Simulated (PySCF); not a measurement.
C2H3BrFIn, SMILES C=[CH][In]([F])[Br].

The structure is a stationary point at B3LYP-D3(BJ)/def2-SVP. The structure was generated by enumeration; whether it is a known compound was not checked. The def2 effective core potentials stand for the cores of In; spin–orbit coupling is left out. One conformer was computed; it need not be the lowest.

All values below come from C-PCM-B3LYP/def2-SVP (PySCF 2.14.0).

The values are the electrostatic part of the solvation free energy, E(continuum) − E(gas) at the gas-phase geometry, in a cavity of scaled van der Waals radii (PySCF's table); cavitation and dispersion terms are not included. A continuum can't describe solvent molecules that bind to the metal. In vacuum the orbital gap is 5.83 eV. The dipole moment in vacuum is 3.93 D.

| solvent | ε | ΔG(elec) (kcal/mol) | dipole (D) | gap (eV) |
|---|---|---|---|---|
| water | 78.36 | -9.0 | 4.87 | 6.12 |
| benzene | 2.27 | -4.8 | 4.41 | 6.00 |
| acetone | 20.49 | -8.6 | 4.83 | 6.11 |
